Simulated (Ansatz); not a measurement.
Basis-set series for `[SiH3][SiH]1[NH][AlH]1`. Total charge 0; spin multiplicity 1. All single points use the PBE0-D4/def2-TZVP geometry.

Cartesian coordinates in Å:
```
Si 1.439 -1.255 0.073
Si 0.081 0.592 0.540
N -1.632 0.434 0.116
Al -1.206 1.758 -0.978
H 2.875 -0.902 0.260
H 1.242 -1.687 -1.339
H 1.137 -2.420 0.954
H 0.352 1.036 1.944
H -2.329 -0.201 0.474
H -1.959 2.644 -2.044
```

```json
{"functional": "PBE0-D4", "basis": "def2-SVP", "functions": "98", "energy (Eh)": "-879.04540", "HOMO (eV)": "-6.45", "LUMO (eV)": "-1.07"}
{"functional": "PBE0-D4", "basis": "def2-TZVPP", "functions": "241", "energy (Eh)": "-879.40299", "HOMO (eV)": "-6.44", "LUMO (eV)": "-1.21"}
{"functional": "ωB97M-V", "basis": "def2-SVP", "functions": "98", "energy (Eh)": "-879.36660", "HOMO (eV)": "-8.31", "LUMO (eV)": "0.67"}
{"functional": "ωB97M-V", "basis": "def2-TZVPP", "functions": "241", "energy (Eh)": "-879.72743", "HOMO (eV)": "-8.33", "LUMO (eV)": "0.43"}
```

(1) Give the rows for def2-QZVPP. (An estimate is asked.)

## Answers

(1) Computed: 
| functional | basis | functions | energy (Eh) | HOMO (eV) | LUMO (eV) |
| --- | --- | --- | --- | --- | --- |
| PBE0-D4 | def2-QZVPP | 447 | -879.43325 | -6.44 | -1.26 |
| ωB97M-V | def2-QZVPP | 447 | -879.75620 | -8.35 | 0.22 |

Positive LUMOs are unbound and depend on the basis.
